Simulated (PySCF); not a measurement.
F3Ge, SMILES [F][Ge]([F])[F] (connectivity only; charge and spin as stated), charge +1, multiplicity 1. Heavy atoms are numbered as in [F:1][Ge:2]([F:3])[F:4].

Geometry: B3LYP-D3(BJ)/def2-SVP. The spin state was assumed, not searched. The isomer is the one that the SMILES or the coordinates give; other isomers of the formula were not compared.

Level of theory: B3LYP/pcSseg-2 in PySCF.

GIAO shieldings, no solvent; atoms alike by connectivity are averaged. δ = σ(ref) − σ: ¹⁹F against CFCl3 (σ = 159.6 ppm); ⁷³Ge against GeH4 (σ = 1629.1 ppm), references at their B3LYP-D3(BJ)/def2-TZVP geometries, non-relativistic.

Computed chemical shifts:
```csv
nucleus,atoms,count,δ (ppm)
¹⁹F,F1,3,-68.4
⁷³Ge,Ge2,1,184.1
```
